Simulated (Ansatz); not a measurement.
```yaml
atoms:
  - { symbol: K, position_ang: [0.0000, 0.0000, -1.3538] }
  - { symbol: Cl, position_ang: [0.0000, 0.0000, 1.5131] }
```

Basis set: 6-31G* (spherical functions). Correlated methods keep 10 orbitals frozen. Charge 0, multiplicity 1.

Computed with Ansatz (development build ahead of 0.2.0); each method stands on the lowest determinant of its kind that the runs found. Restricted open shells among the atoms or ions are ROHF, correlated in semicanonical orbitals with singles.

The atomization energy at this shape (free ground-state atoms in the same class of orbitals less the molecule, no zero-point energy) of singlet KCl:

```
method  atomization energy
   RHF             3.30 eV
```

Q: What does RHF-MP2 give?

A: 3.84 eV.
